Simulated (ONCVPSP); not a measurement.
## Reading a pseudo-wave (cerium (Ce))

Columns: radius, all-electron u(r) and pseudo u(r) of the 5s shell (level -40.72 eV) of cerium in the configuration [Kr] 4d10 4f1 5s2 5p6 5d1 6s2; LDA (Perdew-Zunger), scalar-relativistic, ONCV scheme, ONCVPSP 4.0.1.

```csv
r (bohr),all-electron,pseudo
0.118,-0.0122,0.0618
0.235,0.3211,0.1288
0.353,-0.1741,0.2066
0.470,-0.5078,0.2958
0.588,-0.4450,0.3965
0.705,-0.1470,0.5029
0.822,0.2088,0.6092
0.940,0.5230,0.7084
1.058,0.7520,0.7919
1.175,0.8914,0.8527
1.292,0.9564,0.8875
1.410,0.9639,0.8951
1.528,0.9305,0.8763
1.645,0.8714,0.8353
1.763,0.7970,0.7766
1.880,0.7167,0.7072
1.998,0.6349,0.6315
2.115,0.5569,0.5560
2.232,0.4840,0.4839
2.350,0.4170,0.4170
2.468,0.3571,0.3571
2.585,0.3046,0.3046
2.702,0.2587,0.2587
2.820,0.2186,0.2186
2.938,0.1841,0.1841
3.055,0.1549,0.1548
```

How many radial nodes do the two functions have?

The all-electron 5s function has n − l − 1 = 4 (the table is too coarse to show those close to the nucleus); the pseudo-wave has 0, since the states of the same l below it are removed with the core.

At about which radius was the pseudo-wave matched?

2.35 bohr. The columns agree to 0.0005 from 2.23 bohr on; several derivatives are matched, so the curves merge somewhat inside the radius.

Where does each function peak?

Outermost all-electron maximum near 1.41 bohr, pseudo maximum near 1.41 bohr (to the table’s step).

Is the pseudo-wave norm-conserving?

Yes: the ONCV scheme keeps the norm inside the radius equal to the all-electron one, which fixes the energy derivative of the logarithmic derivative at the level.
